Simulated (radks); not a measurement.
Question: Se XXXI, configuration [He] 2s2 (the NIST ground configuration). Method: scalar-relativistic Kohn-Sham, PBEsol, spin-polarised, spherical densities, finite nucleus; Fermi nuclear charge, rms radius 4.14 fm; computed with a radial shooting solver on a logarithmic mesh with Libxc functionals. Some entries of the table are withheld. Estimate them.

| orbital | occ. | eigenvalue (hartree) | <1/r> (bohr^-1) |
|---|---|---|---|
| 1s | 2 | -543.5662 | (1) |
| 2s | 2 | -126.8568 | (2) |
| 2p | 0 | (3) | (4) |
| 3s | 0 | -54.21687 | 3.592 |

Answer: 
(1) 1s <1/r> (bohr^-1): 34.68
(2) 2s <1/r> (bohr^-1): 8.326
(3) 2p eigenvalue (hartree): -122.7012
(4) 2p <1/r> (bohr^-1): 8.135
